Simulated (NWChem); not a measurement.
The numbers come from NWChem runs, not from measurements. System: H$_{4}$B, charge 0, spin multiplicity 2, at the geometry of a parent with another charge or spin, in a state set for the comparison that need not be this species' ground state. Its SCF solution wasn't tested for a lower state. Level: UB2PLYP/def2-TZVPD, 1 core orbitals frozen.

Job file:

```
start mol
memory heap 200 mb stack 800 mb global 1000 mb
geometry units angstroms nocenter noautoz
  B      0.000000     0.000000    -0.000007
  H      0.000000     1.027753     0.726743
  H      0.000000    -1.027753     0.726743
  H      1.027765     0.000000    -0.726726
  H     -1.027765     0.000000    -0.726726
  symmetry group C2v
end
basis spherical
  * library def2-tzvpd
end
dft
  xc hfexch 0.53 becke88 0.47 lyp 0.73 mp2 0.27
  dftmp2
  odft
  mult 2
  semidirect memsize 60000000 filesize 0
  iterations 100
end
mp2
  freeze core 1
end
task dft energy
```

NWChem printed:

```
             Northwest Computational Chemistry Package (NWChem) 7.3.0
             --------------------------------------------------------

                                NWChem Input Module
                                -------------------

 Scaling coordinates for geometry "geometry" by  1.889725989
 (inverse scale =  0.529177249)

 Turning off AUTOSYM since
 SYMMETRY directive was detected!

                             Geometry "geometry" -> ""
                             -------------------------

 Output coordinates in angstroms (scale by  1.889725989 to convert to a.u.)

  No.       Tag          Charge          X              Y              Z
 ---- ---------------- ---------- -------------- -------------- --------------
    1 B                    5.0000     0.00000000     0.00000000    -0.00000700
    2 H                    1.0000     0.00000000     1.02775300     0.72674300
    3 H                    1.0000     0.00000000    -1.02775300     0.72674300
    4 H                    1.0000     1.02776500     0.00000000    -0.72672600
    5 H                    1.0000    -1.02776500     0.00000000    -0.72672600

 Effective nuclear repulsion energy (a.u.)       9.9526874138

            Nuclear Dipole moment (a.u.)
            ----------------------------
        X                 Y               Z
 ---------------- ---------------- ----------------
     0.0000000000     0.0000000000    -0.0000018897

      Symmetry information
      --------------------

 Group name             C2v
 Group number             16
 Group order               4
 No. of unique centers     3

      Symmetry unique atoms

     1    2    4


 Summary of "ao basis" -> "" (spherical)
 ------------------------------------------------------------------------------
       Tag                 Description            Shells   Functions and Types
 ---------------- ------------------------------  ------  ---------------------
 *                         def2-tzvpd                 on all atoms

  dft_input: which_mp2 not specified, using semidirect MP2 by default.

                                 NWChem DFT Module
                                 -----------------

 Summary of "ao basis" -> "ao basis" (spherical)
 ------------------------------------------------------------------------------
       Tag                 Description            Shells   Functions and Types
 ---------------- ------------------------------  ------  ---------------------
 B                         def2-tzvpd               13       37   6s3p3d1f
 H                         def2-tzvpd                5        9   3s2p

 Summary of "ao basis" -> "ao basis" (spherical)
 ------------------------------------------------------------------------------
       Tag                 Description            Shells   Functions and Types
 ---------------- ------------------------------  ------  ---------------------
 B                         def2-tzvpd               13       37   6s3p3d1f
 H                         def2-tzvpd                5        9   3s2p

      Symmetry analysis of basis
      --------------------------

        a1         31
        a2          8
        b1         17
        b2         17

            General Information
            -------------------
          SCF calculation type: DFT
          Wavefunction type:  spin polarized.
          No. of atoms     :     5
          No. of electrons :     9
           Alpha electrons :     5
            Beta electrons :     4
          Charge           :     0
          Spin multiplicity:     2
          Use of symmetry is: on ; symmetry adaption is: on
          Maximum number of iterations: 100
          AO basis - number of functions:    73
                     number of shells:    33
          Convergence on energy requested:  1.00D-06
          Convergence on density requested:  1.00D-05
          Convergence on gradient requested:  5.00D-04

              XC Information
              --------------
                     Hartree-Fock (Exact) Exchange  0.530
                    Becke 1988 Exchange Functional  0.470
              Lee-Yang-Parr Correlation Functional  0.730

             Grid Information
             ----------------
          Grid used for XC integration:  medium
          Radial quadrature: Mura-Knowles
          Angular quadrature: Lebedev.
          Tag              B.-S. Rad. Rad. Pts. Rad. Cut. Ang. Pts.
          ---              ---------- --------- --------- ---------
          B                   0.85       49           9.0       434
          H                   0.35       45           8.0       434
          Grid pruning is: on
          Number of quadrature shells:   139
          Spatial weights used:  Erf1

          Convergence Information
          -----------------------
          Convergence aids based upon iterative change in
          total energy or number of iterations.
          Levelshifting, if invoked, occurs when the
          HOMO/LUMO gap drops below (HL_TOL):  1.00D-02
          DIIS, if invoked, will attempt to extrapolate
          using up to (NFOCK): 10 stored Fock matrices.

                    Damping( 0%)  Levelshifting(0.5)       DIIS
                  --------------- ------------------- ---------------
          dE  on:    start            ASAP                start
          dE off:    2 iters        100 iters           100 iters

      Screening Tolerance Information
      -------------------------------
          Density screening/tol_rho:  1.00D-10
          AO Gaussian exp screening on grid/accAOfunc:  14
          CD Gaussian exp screening on grid/accCDfunc:  20
[...]
     4      0.318281  1 B  s                  3      0.310373  1 B  s
     2     -0.184628  1 B  s                 39      0.107061  2 H  s
    48      0.107061  3 H  s                 57      0.107062  4 H  s
    66      0.107062  5 H  s                  1     -0.093053  1 B  s
    38      0.080330  2 H  s                 47      0.080330  3 H  s

 Vector    3  Occ=1.000000D+00  E=-3.747614D-01  Symmetry=b1
              MO Center= -2.9D-15, -1.7D-16, -4.0D-01, r^2= 1.7D+00
   Bfn.  Coefficient  Atom+Function         Bfn.  Coefficient  Atom+Function
  ----- ------------  ---------------      ----- ------------  ---------------
     7      0.301864  1 B  px                10      0.235365  1 B  px
    57      0.208904  4 H  s                 66     -0.208904  5 H  s
    58      0.150424  4 H  s                 67     -0.150424  5 H  s
    56      0.137764  4 H  s                 65     -0.137764  5 H  s
    13      0.054306  1 B  px

 Vector    4  Occ=1.000000D+00  E=-3.747557D-01  Symmetry=b2
              MO Center= -2.7D-16, -9.9D-16,  4.0D-01, r^2= 1.7D+00
   Bfn.  Coefficient  Atom+Function         Bfn.  Coefficient  Atom+Function
  ----- ------------  ---------------      ----- ------------  ---------------
     8      0.301863  1 B  py                11      0.235368  1 B  py
    39      0.208903  2 H  s                 48     -0.208903  3 H  s
    40      0.150425  2 H  s                 49     -0.150425  3 H  s
    38      0.137763  2 H  s                 47     -0.137763  3 H  s
    14      0.054308  1 B  py

 Vector    5  Occ=0.000000D+00  E=-2.002926D-01  Symmetry=a1
              MO Center=  2.9D-15,  4.9D-16,  7.4D-06, r^2= 2.2D+00
   Bfn.  Coefficient  Atom+Function         Bfn.  Coefficient  Atom+Function
  ----- ------------  ---------------      ----- ------------  ---------------
     9      0.248488  1 B  pz                12      0.180016  1 B  pz
    39      0.158521  2 H  s                 48      0.158521  3 H  s
    57     -0.158520  4 H  s                 66     -0.158520  5 H  s
    40      0.119674  2 H  s                 49      0.119674  3 H  s
    58     -0.119674  4 H  s                 67     -0.119674  5 H  s

 Vector    6  Occ=0.000000D+00  E= 2.331645D-02  Symmetry=a1
              MO Center= -9.0D-17,  2.3D-16, -1.3D-05, r^2= 1.4D+01
   Bfn.  Coefficient  Atom+Function         Bfn.  Coefficient  Atom+Function
  ----- ------------  ---------------      ----- ------------  ---------------
     5      5.599222  1 B  s                  6     -3.394343  1 B  s
    40     -1.063873  2 H  s                 49     -1.063873  3 H  s
    58     -1.063898  4 H  s                 67     -1.063898  5 H  s
     4      0.941008  1 B  s                 45      0.227394  2 H  py
    54     -0.227394  3 H  py                62      0.227408  4 H  px

 Vector    7  Occ=0.000000D+00  E= 1.091853D-01  Symmetry=b1
              MO Center=  8.4D-15,  5.6D-17, -2.4D-01, r^2= 9.6D+00
   Bfn.  Coefficient  Atom+Function         Bfn.  Coefficient  Atom+Function
  ----- ------------  ---------------      ----- ------------  ---------------
    13      3.180759  1 B  px                58     -2.565138  4 H  s
    67      2.565138  5 H  s                 64     -0.551711  4 H  pz
    73      0.551711  5 H  pz                62      0.414427  4 H  px
    71      0.414427  5 H  px                44     -0.343714  2 H  px
    53     -0.343714  3 H  px                10      0.245680  1 B  px

   alpha - beta orbital overlaps
   -----------------------------

   alpha      1      2      3      4      5      6      7      8      9     10
    beta      1      2      5      3      4      6      9      7      8     10
 overlap   1.000  0.998  0.994  0.997  0.997  1.000  0.874  0.877  0.877  0.877

   alpha     11     12     13     14     15     16     17     18     19     20
    beta     11     12     13     14     15     18     16     17     19     22
 overlap   0.877  0.873  0.999  1.000  0.999  0.994  0.996  0.996  0.998  1.000

   alpha     21     22     23     24     25     26     27     28     29     30
    beta     20     21     24     23     27     25     26     30     28     29
 overlap   1.000  1.000  0.998  1.000  0.933  0.996  0.996  0.930  0.996  0.996

   alpha     31     32     33     34     35     36     37     38     39     40
    beta     31     33     34     32     35     37     36     40     38     39
 overlap   0.997  0.997  0.997  0.999  0.994  0.995  1.000  0.998  1.000  1.000

   alpha     41     42     43     44     45     46     47     48     49     50
    beta     41     44     42     43     45     46     47     49     50     48
 overlap   1.000  1.000  1.000  1.000  1.000  1.000  1.000  1.000  1.000  0.999

   alpha     51     52     53     54     55     56     57     58     59     60
    beta     52     53     51     54     56     55     59     57     58     61
 overlap   0.999  0.999  0.999  0.891  0.891  0.999  0.999  0.999  0.999  1.000

   alpha     61     62     63     64     65     66     67     68     69     70
    beta     60     63     64     62     65     68     66     67     70     71
 overlap   0.999  1.000  1.000  1.000  1.000  1.000  1.000  1.000  1.000  1.000

   alpha     71     72     73
    beta     69     72     73
 overlap   1.000  1.000  1.000

     --------------------------
     Expectation value of S2:
     --------------------------
      <S2> =      0.7663 (Exact =     0.7500)

 center of mass
 --------------
 x =   0.00000000 y =   0.00000000 z =  -0.00000538

 moments of inertia (a.u.)
 ------------------
          15.206256745954           0.000000000000           0.000000000000
           0.000000000000          15.206434293766           0.000000000000
           0.000000000000           0.000000000000          15.206363477360

     Multipole analysis of the density
     ---------------------------------

     L   x y z        total         alpha         beta         nuclear
     -   - - -        -----         -----         ----         -------
     0   0 0 0     -0.000000     -5.000000     -4.000000      9.000000

     1   1 0 0     -0.000000     -0.000000      0.000000      0.000000
     1   0 1 0      0.000000      0.000000      0.000000      0.000000
     1   0 0 1     -0.000003     -0.000012      0.000010     -0.000002

     2   2 0 0     -7.596293     -8.344091     -6.796439      7.544237
     2   1 1 0     -0.000000     -0.000000      0.000000      0.000000
     2   1 0 1     -0.000000     -0.000000      0.000000      0.000000
     2   0 2 0     -7.596362     -8.344035     -6.796388      7.544061
     2   0 1 1     -0.000000     -0.000000      0.000000      0.000000
     2   0 0 2     -6.265968     -8.657443     -5.152655      7.544131

                   NWChem MP2 Semi-direct Energy/Gradient Module
                   ---------------------------------------------

  Basis functions       =     73
  Molecular orbitals    =     73
  Frozen core           =      1
  Frozen virtuals       =      0
  Active alpha occupied =      4
  Active beta occupied  =      3
  Active alpha virtual  =     68
  Active beta virtual   =     69
  Use MO symmetry       = T
  Use skeleton AO sym   = T

  AO/Fock/Back tols     =   1.0D-09  1.0D-09  1.0D-09

 GA uses MA = F    GA memory limited = T

 Available:
  local mem=  3.29D+07
 global mem=  1.31D+08
 local disk=  0.00D+00
  mp2_memr nvloc                    68
  nvloc new                    68
   1 passes of   4:        4194304                      24465                   2507075.
   1 passes of   4: M     32854300           G      131061342           F      28659996.

 Semi-direct pass number   1 of   1  for UHF alpha       at        2.2s
  vrange nnbf                  2701
  mp2_eaftype                    10  avail_ma_in_mb                   286
 EAF : mp2_eaftype filesize          10    1253538.
  mp2_eaf for mointskh                     10
Node 0 wrote      5.9 Mb in      0.0 s     Agg I/O rate:  1299.9 Mb/s
 Done moints_semi at        3.6s
  mp2_eaftype                    10  avail_ma_in_mb                   286
 EAF : mp2_eaftype filesize          10    1253538.
  mp2_eaf for kh                    10
 Done maket at        3.7s
 Done multipass loop at        3.7s

 GA uses MA = F    GA memory limited = T

 Available:
  local mem=  3.29D+07
 global mem=  1.31D+08
 local disk=  0.00D+00
  mp2_memr nvloc                    69
  nvloc new                    69
   1 passes of   3:        4194304                      21217                   1910154.
   1 passes of   3: M     32854300           G      131061342           F      28659996.

 Semi-direct pass number   1 of   1  for UHF beta        at        3.7s
  vrange nnbf                  2701
  mp2_eaftype                    10  avail_ma_in_mb                   286
 EAF : mp2_eaftype filesize          10     955077.
  mp2_eaf for mointskh                     10
Node 0 wrote      4.5 Mb in      0.0 s     Agg I/O rate:  1287.7 Mb/s
 Done moints_semi at        5.1s
  mp2_eaftype                    10  avail_ma_in_mb                   286
 EAF : mp2_eaftype filesize          10     955077.
  mp2_eaf for kh                    10
 Done maket at        5.2s
 Done multipass loop at        5.2s

          -------------------------------------------
          DFT energy                     -27.012367664063
          Unscaled MP2 energy             -0.166117387331
          Total DFT+MP2 energy           -27.057219358643
          -------------------------------------------

 -----------------------
 Performance information
 -----------------------

 Timer overhead =  2.22D-07 seconds/call

               Nr. of calls         CPU time (s)                 Wall time (s)                GFlops
             ---------------    -------------------     ------------------------------   -------------------
Name         Min   Avg   Max    Min     Avg     Max     Min     Avg     Max   Mx/calls   Min     Max     Sum
mp2: moin     2     2     2    2.8     2.8     2.8      2.8     2.8     2.8     1.4      0.0     0.0     0.0
mp2: make     2     2     2   0.13    0.13    0.13     0.13    0.13    0.13    6.61E-2   0.0     0.0     0.0
mp2: tota     1     1     1    3.0     3.0     3.0      3.0     3.0     3.0     3.0      0.0     0.0     0.0

 The average no. of pstat calls per process was 5.00D+00
 with a timing overhead of 1.11D-06s

 Task  times  cpu:        5.1s     wall:        5.1s

 Total times  cpu:        5.2s     wall:        5.2s
```
